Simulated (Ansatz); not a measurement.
Geometry optimisation, RKS PBE/6-31G* (Ansatz).

Input file:

```yaml
crystal:
  periodic: [false, false, false]
  atoms:
    - { symbol: B, position_ang: [0.0, 0.0, 0.0] }
    - { symbol: H, position_ang: [0.0, 0.0, 1.54] }
    - { symbol: Cl, position_ang: [1.6108, 0.0, -0.93] }
    - { symbol: O, position_ang: [-1.2211, 0.0, -0.705] }
    - { symbol: H, position_ang: [-1.7308, -0.8467, -0.4965] }
    - { symbol: P, position_ang: [0.4713, 2.0436, 0.6969] }
    - { symbol: H, position_ang: [1.5351, 1.9906, 1.636] }
    - { symbol: H, position_ang: [0.8576, 2.8446, -0.4102] }
    - { symbol: H, position_ang: [0.1964, 0.8517, 1.6712] }
basis:
  gaussian: { orbitals: "6-31G*" }
hamiltonian:
  xc: pbe
relax:
  f_tol: 0.15
  max_steps: 25
  restrain:
    - { distance: [0, 5], at: 1.91, k: 30.0 }
    - { distance: [8, 1], at: 0.66, k: 30.0 }
    - { distance: [0, 1], at: 2.39, k: 30.0 }
    - { distance: [8, 5], at: 2.62, k: 30.0 }
output:
  orbitals: {}
```

Launched with:

```bash
$ ansatz run input.yaml --threads 2 --pin off --max-ram 3072MiB --backend cpu --events-out ev --progress --plain --runs-dir out
```

**Question.** Where does it end, and by what steps?

**Answer.** The run converged. The restraints hold the end off the free minimum. After 18 steps the energy has fallen by 4.761 eV (the restraints' own energy left out); H7 moved furthest, 1.41 Å. Parted: P6–H9.

```tsv
step	energy less start (eV)	largest force component (eV/Å)	accepted
0	0.0000	4.287	yes
1	-1.0990	4.629	yes
2	-1.9104	4.880	yes
3	-3.0757	3.875	yes
4	-4.1767	1.135	yes
5	-4.4756	1.344	yes
6	-4.5256	1.887	yes
7	-4.6514	1.422	yes
8	-4.6666	1.384	yes
9	-4.6829	1.291	yes
10	-4.7170	0.954	yes
11	-4.7205	1.210	yes
12	-4.7227	1.389	yes
13	-4.7253	1.457	yes
14	-4.7265	1.534	yes
15	-4.7555	1.558	yes
16	-4.7945	0.688	no
17	-4.7588	1.431	no
18	-4.7614	1.491	yes
```

```xyz
9
Properties=species:S:1:pos:R:3
B 0.207 0.535 -0.151
H -0.247 -0.406 2.012
Cl 1.431 -0.766 -0.345
O -1.062 0.335 -0.595
H -1.170 -0.559 -0.982
P 0.615 2.190 0.733
H 1.987 2.271 0.334
H 0.132 3.046 -0.313
H -0.173 0.239 2.309
```

Whether the end is a true minimum wasn't checked by a vibrational analysis.

Run time: 28 s on 2 threads of Arm Neoverse V2 (shared host), peak memory 0.14 GiB.
